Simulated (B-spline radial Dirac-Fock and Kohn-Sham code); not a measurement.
**Subshell cross sections of Cl¹¹⁺, photon energy 11900 eV**

System: Cl¹¹⁺ in the configuration [He] 2s2 2p2.

Level of theory: the independent-particle Dirac-Slater model, thresholds from Dirac-Fock; a radial B-spline solver. The asymmetry parameter β is from the dipole term alone. Kinetic energies are from the vacuum level. Open shells are spread statistically over j, without multiplet splitting.

The last column is dσ/dΩ = σ/(4π) · [1 + β P₂(cos θ)] at θ = 90° from the polarisation vector of linearly polarised light.

| subshell | electrons | binding (eV) | kinetic (eV) | σ (kb) | β | dσ/dΩ (kb/sr) |
| --- | --- | --- | --- | --- | --- | --- |
| 1s | 2 | 3299.2 | 8600.8 | ? | ? | ? |
| 2s | 2 | 627.0 | 11273.0 | 0.160 | 2.00 | ≈ 0 |
| 2p1/2 | 0.67 | 589.6 | 11310.4 | 0.00376 | 0.35 | 0.000247 |
| 2p3/2 | 1.33 | 587.4 | 11312.6 | 0.00713 | 0.32 | 0.000478 |

Question: What are σ and β for 1s?

Answer: σ = 1.87 kb, the largest of all subshells and 92 % of the total, and β = 2.00, which gives dσ/dΩ = 3.34e-05 kb/sr.

Values without a named source are computed, but for edge energies of neutral atoms, which are taken from tables.
